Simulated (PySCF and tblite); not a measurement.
The numbers below are computed, except where a source is named.
Bond rotations in several molecules: saddles from GFN2-xTB searches, energies B3LYP/pcSseg-1 + D3(BJ) // GFN2-xTB, GFN2-xTB thermal terms, Eyring rates at 298.15 K with equivalent paths and no tunnelling (PySCF, tblite). ΔE(end) is the energy of the other minimum.

Task: Order these motions by free-energy barrier at 298.15 K, lowest first.
A. [CH2:1]=[CH:2][N:3]([CH3:4])[CH:5]=[S:6]: rotation about the C2–N3 bond (torsion C1–C2–N3–C4 from 0° to 169°, rising)
B. [CH3:1][C:2](=[O:3])/[C:4]([F:5])=[C:6](/[CH3:7])[OH:8]: rotation about the C6–O8 bond (torsion C4–C6–O8–H from 0° to 180°, rising)
C. [CH2:1]=[CH:2][N:3]([CH3:4])[C:5]([SiH3:6])=[Se:7]: rotation about the C5–N3 bond (torsion Si6–C5–N3–C2 from 0° to 179°, rising)
D. [CH2:1]=[CH:2][B:3]([CH:4]=[CH2:5])[CH2:6][BH:7][CH3:8]: rotation about the B3–C4 bond (torsion C2–B3–C4–C5 from 161° to 326°, rising)

Result: D (3.2 kcal/mol), A (6.6 kcal/mol), B (17.4 kcal/mol), C (22.2 kcal/mol).

Task: Give the values.

Result: 
```csv
molecule,motion,ΔE‡ (kcal/mol),ΔG‡,ΔE(end),k (s⁻¹)
[CH2:1]=[CH:2][B:3]([CH:4]=[CH2:5])[CH2:6][BH:7][CH3:8],"rotation about the B3–C4 bond (torsion C2–B3–C4–C5 from 161° to 326°, rising)",3.5,3.2,-0.2,2.7×10¹⁰
[CH2:1]=[CH:2][N:3]([CH3:4])[CH:5]=[S:6],"rotation about the C2–N3 bond (torsion C1–C2–N3–C4 from 0° to 169°, rising)",7.5,6.6,3.7,1.9×10⁸
[CH3:1][C:2](=[O:3])/[C:4]([F:5])=[C:6](/[CH3:7])[OH:8],"rotation about the C6–O8 bond (torsion C4–C6–O8–H from 0° to 180°, rising)",18.1,17.4,15.3,2.2
[CH2:1]=[CH:2][N:3]([CH3:4])[C:5]([SiH3:6])=[Se:7],"rotation about the C5–N3 bond (torsion Si6–C5–N3–C2 from 0° to 179°, rising)",23.3,22.2,1.3,0.00068
```

Such barriers can be off by 1 to 3 kcal/mol. Paths on which GFN2-xTB and DFT differ by 4 kcal/mol or more were left out.

For scale, the study of C=CB(C=C)CBC took 85 s on 1 thread of Arm Neoverse V2, shared host (rough), peak memory 0.89 GiB, launched as `OMP_NUM_THREADS=1 python ens_run.py task.json out`.
